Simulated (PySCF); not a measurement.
Si(F)(Me)2(Cl) (C₂H₆ClFSi), SMILES Cl[Si](C)(C)F. Heavy atoms are numbered as in [CH3:1][Si:2]([CH3:3])([F:4])[Cl:5]. Hydrogens are named by the atom that carries them.

The structure is a stationary point at PBE0-D3(BJ)/def2-SVP.

Method: PBE/pcSseg-1 run with PySCF.

GIAO shieldings, no solvent; atoms alike by connectivity are averaged. δ = σ(ref) − σ: ¹³C against TMS (σ = 182.0 ppm); ²⁹Si against TMS (σ = 335.4 ppm); ¹⁹F against CFCl3 (σ = 133.6 ppm); ³⁵Cl against HCl (σ = 936.5 ppm); ¹H against TMS (σ = 31.49 ppm), references at their B3LYP-D3(BJ)/def2-TZVP geometries, non-relativistic (without spin–orbit terms, shifts of atoms bonded to Cl or Br come out too high).

| nucleus | atoms | count | δ (ppm) |
|---|---|---|---|
| ¹³C | C1 (CH3) | 2 | 5.1 |
| ²⁹Si | Si2 | 1 | 43.9 |
| ¹⁹F | F4 | 1 | -166.3 |
| ³⁵Cl | Cl5 | 1 | 85.1 |
| ¹H | H on C1 | 6 | 0.71 |
